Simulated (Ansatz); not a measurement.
Two members of one family (E4), computed with Ansatz in the gas phase; def2 core potentials for Sb, no spin–orbit coupling. The two geometries come from different levels. Binding counts from free atoms in the multiplicity of their measured ground term, without zero-point energy. The structures are stationary points that may keep the symmetry of their start.

First: SbSbSbSb tetrahedron (singlet, charge 0, r2SCAN-D4/def2-SVP geometry).

Cartesian coordinates in Å:
```
Sb -0.2554 1.1846 1.2487
Sb -1.5347 -0.6316 -0.5231
Sb 0.9789 -1.2962 0.6224
Sb 0.8112 0.7433 -1.3480
```

```json
{"level": "LDA (SPW92)/def2-TZVP", "HOMO (eV)": "-5.60", "LUMO (eV)": "-2.31", "gap (eV)": "3.29", "binding per atom (eV)": "3.02"}
{"level": "PBE-D4/def2-SVP", "HOMO (eV)": "-5.39", "LUMO (eV)": "-2.03", "gap (eV)": "3.36", "binding per atom (eV)": "2.40"}
{"level": "r2SCAN-D4/def2-TZVP", "HOMO (eV)": "-5.65", "LUMO (eV)": "-2.04", "gap (eV)": "3.60", "binding per atom (eV)": "2.20"}
{"level": "PBE0-D4/def2-SVP", "HOMO (eV)": "-6.25", "LUMO (eV)": "-1.46", "gap (eV)": "4.79", "binding per atom (eV)": "2.19"}
{"level": "LC-ωPBE/def2-TZVP", "HOMO (eV)": "-8.32", "LUMO (eV)": "0.23", "gap (eV)": "8.55", "binding per atom (eV)": "1.87"}
```

Second: AsAsAsAs tetrahedron (singlet, charge 0, PBE-D4/def2-SVP geometry).

```xyz
4

As    0.8720   -0.6465   -1.0475
As    0.4097   -0.4885    1.3672
As    0.1603    1.4980   -0.0669
As   -1.4421   -0.3630   -0.2528
```

What does the change do? Estimate second minus first.


| level | Δ HOMO (eV) | Δ LUMO (eV) | Δ gap (eV) | Δ binding per atom (eV) |
| --- | --- | --- | --- | --- |
| LDA (SPW92)/def2-TZVP | -0.58 | 0.26 | 0.84 | 0.50 |
| PBE-D4/def2-SVP | -0.60 | 0.25 | 0.85 | 0.46 |
| r2SCAN-D4/def2-TZVP | -0.65 | 0.23 | 0.88 | 0.50 |
| PBE0-D4/def2-SVP | -0.72 | 0.35 | 1.07 | 0.43 |
| LC-ωPBE/def2-TZVP | -0.92 | 0.56 | 1.47 | 0.47 |
